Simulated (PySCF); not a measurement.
Work out the structure from these simulated measurements.

Elements present: C, H, P and Si. Monoisotopic mass: 134.0137 u.

* UV, strongest line: among the 8 lowest singlet transitions: S2 at 6.35 eV (195 nm, f = 0.196) [TDDFT CAM-B3LYP/def2-SVPD]
* Triplet: lowest triplet excitation (Tamm–Dancoff): 4.25 eV [TDA CAM-B3LYP/def2-SVPD]
* 1H NMR: chemical shifts (computed TMS as zero) by class: 6.53 (1 H), 6.32 (1 H), 6.20 (1 H), 4.41 (1 H), 4.37 (1 H), 4.06 (1 H), 0.89 (2 H), 0.31 (3 H) ppm [GIAO PBE0/pcSseg-1]
* NMR, other nuclei: isotropic shieldings of nuclei other than C and H, by class: 403 (1 Si), 419 (1 Si), 628 (1 P) ppm [GIAO PBE0/pcSseg-1]
* Dipole: 1.04 D [CAM-B3LYP/def2-SVPD]
* 13C NMR: chemical shifts (computed TMS as zero) by class: 145.1 (1 C), 136.5 (1 C), -5.1 (1 C) ppm [GIAO PBE0/pcSseg-1]
* Rotational structure: rotational constants A, B, C: 2.054, 1.108, 0.908 GHz [GFN2-xTB]

The electronic properties come from PySCF, for the isolated species, density fitting. Levels stand in brackets. The structure is a single GFN2-xTB conformer in the gas phase; no vibrational or solvent corrections. NMR classes are plain means over equivalent atoms (diastereotopic ones count apart unless rotation or inversion swaps them), as if these changed places fast.

Problem. Which formula fits the mass and the elements?

Solution. C3H11PSi2 (calculated 134.0137). No other formula that holds each of these elements comes within 0.0003 u with a fitting electron parity and a possible valence count.

Problem. Propose a structure and show how it fits.

Solution. Numbering: `[CH2:1]=[CH:2][SiH2:3][Si@H:4]([CH3:5])[PH2:6]`. 3 carbons fall into 3 classes; from least to most shielded: terminal =CH2 carbon [C1] (145.1 ppm), alkene CH carbon [C2] (136.5 ppm), Si-methyl carbon [C5] (-5.1 ppm). Hydrogen classes from least to most shielded: 1 H on a terminal =CH2 carbon, C1 (6.53 ppm), 1 H on an alkene CH carbon, C2 (6.32 ppm), 1 H on a terminal =CH2 carbon, C1 (6.20 ppm), 1 H on an SiH2 silicon, Si3 (4.41 ppm), 1 H on an SiH silicon, Si4 (4.37 ppm), 1 H on an SiH2 silicon, Si3 (4.06 ppm), 2 H on a three-coordinate phosphorus, P6 (0.89 ppm), 3 H on an Si-methyl carbon, C5 (0.31 ppm). The other shieldings belong to: 403 ppm, SiH silicon [Si4]; 419 ppm, SiH2 silicon [Si3]; 628 ppm, three-coordinate phosphorus [P6]. The optimised geometry has point group C1 and is an asymmetric top. Structure: `C=C[SiH2][Si@H](C)P`. Computed isomers that give other values at the same levels: `C=C(C)[SiH2]P[SiH3]` (rotational constant A: 2.503 GHz; this holds for the one conformer computed); `C[Si]1(P)C[SiH2]C1` (13C chemical shifts (computed TMS as zero) by class: 5.5 (2 C), 3.6 (1 C) ppm); `C=CC[SiH2][SiH2]P` (dipole moment: 0.68 D; this holds for the one conformer computed). The assignments are read from this structure; whether some other isomer fits the data as well wasn't checked. The mirror image fits equally.

The values belong to the conformer `[CH2:1]=[CH:2][SiH2:3][Si@H:4]([CH3:5])[PH2:6]`: C1–C2–Si3–Si4 97°, C2–Si3–Si4–C5 60°, H–P6–Si4–Si3 44°, H–P6–Si4–Si3 -48°.
